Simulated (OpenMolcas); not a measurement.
**Levels of Sc by method**

```
Program             : OpenMolcas
Basis               : ANO-RCC-VQZP [7s6p4d3f2g1h]
Scalar Hamiltonian  : DKH2, point nucleus
Active space        : 3 electrons in 6 orbitals (3d 4s)
State averaging     : 2S+1 = 4 even, 17 roots (10 in the spin-orbit step); 2S+1 = 2 even, 30 roots (29 in the spin-orbit step)
Spin-orbit coupling : state interaction with AMFI integrals over the reference wave functions, term energies averaged over their components
```

Methods on the same reference wave functions:
A. CASSCF
B. SS-CASPT2, IPEA 0.25 Eh, imaginary shift 0.1 Eh (closed shells correlated: 3s 3p)
C. MS-CASPT2, IPEA 0.25 Eh, imaginary shift 0.1 Eh (closed shells correlated: 3s 3p)

Energies in eV above 3d 4s2 2D 3/2, the measured ground level; measured values from NIST Handbook of Basic Atomic Spectroscopic Data.

```json
{"Level": "3d 4s2 2D 3/2", "A": "0.0000", "B": "0.0000", "C": "0.0000", "Measured": "0.0000"}
{"Level": "3d 4s2 2D 5/2", "A": "0.0159", "B": "0.0159", "C": "0.0167", "Measured": "0.0209"}
{"Level": "3d2 4s 4F 3/2", "A": "0.7429", "B": "0.889", "C": "0.960", "Measured": "1.4283"}
{"Level": "3d2 4s 4F 5/2", "A": "0.7474", "B": "0.893", "C": "0.964", "Measured": "1.4330"}
{"Level": "3d2 4s 4F 7/2", "A": "0.7537", "B": "0.900", "C": "0.970", "Measured": "1.4395"}
{"Level": "3d2 4s 4F 9/2", "A": "0.7618", "B": "0.908", "C": "0.979", "Measured": "1.4478"}
{"Level": "3d2 4s 2F 5/2", "A": "1.4578", "B": "1.350", "C": "1.421", "Measured": "1.8506"}
{"Level": "3d2 4s 2F 7/2", "A": "1.4734", "B": "1.366", "C": "1.437", "Measured": "1.8650"}
{"Level": "3d2 4s 4P 1/2", "A": "1.6925", "B": "1.743", "C": "1.814", "Measured": ""}
{"Level": "3d2 4s 4P 3/2", "A": "1.6951", "B": "1.746", "C": "1.817", "Measured": ""}
{"Level": "3d2 4s 4P 5/2", "A": "1.6990", "B": "1.751", "C": "1.822", "Measured": ""}
{"Level": "3d2 4s 2D 3/2", "A": "1.7948", "B": "1.440", "C": "1.581", "Measured": ""}
{"Level": "3d2 4s 2D 5/2", "A": "1.7965", "B": "1.441", "C": "1.582", "Measured": ""}
{"Level": "3d2 4s 2G 7/2", "A": "2.2204", "B": "2.107", "C": "2.178", "Measured": ""}
{"Level": "3d2 4s 2G 9/2", "A": "2.2204", "B": "2.107", "C": "2.178", "Measured": ""}
{"Level": "3d2 4s 2P 1/2", "A": "2.4324", "B": "2.074", "C": "2.145", "Measured": ""}
{"Level": "3d2 4s 2P 3/2", "A": "2.4392", "B": "2.081", "C": "2.152", "Measured": ""}
```

Deviations, from unrounded energies. A percentage is the sum of absolute deviations over the sum of measured energies, with the sign that they share, or ± where signs differ.

```csv
Against measurement,Levels,A,B,C
mean absolute deviation (cm-1),7,4100,3600,3200
fine structure of the ground term (%),1,-23.8,-23.8,-20.1
other configurations (%),6,-37.3,-33.4,-28.9
```

C lies closest to measurement on these levels and A furthest from it. The largest miss of C in the table is 3d2 4s 4F 9/2, by -3800 cm-1. The ranking rests on the paired levels alone, and a cruder setting can come out closer through cancelling errors.

Between B and C the level of the table that moves most is 3d2 4s 2D 3/2, by 1100 cm-1 (lowest in B, highest in C). Moves below CASPT2's spread within the term are not significant.

The mean deviations of B to C differ by less than CASPT2's widest spread within a term (2100 cm-1), so their order carries little weight.

The lowest spin-free term lies below A's lowest term by 0.366 hartree in B, 0.369 hartree in C.

CASPT2 does not keep the components of a term degenerate, so their means are used; among the terms shown or strongly mixed into the levels shown the widest spread is 2100 cm-1 (3d2 4s 2F, C). Some high roots are left out of the spin-orbit mixing, which shifts the levels that they would mix with. A single d shell beside an s shell can misplace configurations of different d count against each other. Without dynamic correlation excited terms often stand tens of per cent too high (terms of higher spin than the ground term too low), and those without a measured partner can miss by more than the paired ones (holds for A). The CASPT2 spread within a term exceeds the gap to the next term for 3d2 4s 2F and 3d2 4s 2D, 3d2 4s 2P and 3d2 4s 2G, so the order of their levels is uncertain, and so are names and mixing where such terms share a J (holds for B; C). Measured partners are found by configuration, term and J. A level has none where our copy of the source lacks it or the pairing is in doubt (some pairs that miss far off the trend of their configuration count as doubtful), and it then counts in no deviation. Levels of configurations outside the active space are missing.
